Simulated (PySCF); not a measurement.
Mo: excitation energy

Mo [Kr] 4d5 5s1 (7S) → Mo [Kr] 4d5 5p1 (7P), as a difference of total energies. Computed with PySCF 2.14 in def2-QZVPPD with the def2 core potential (28 electrons), with scalar relativity through the core potential. Correlated levels: valence: 4s2 4p6 frozen. The calculations carry no spin-orbit coupling.

| method | excitation energy (cm⁻¹) |
| --- | --- |
| UHF | 23369 |
| MP2 (valence) | 25420 |
| SCS-MP2 (valence) | 24053 |
| CCSD (valence) | 25273 |
| CCSD(T) (valence) | 25334 |
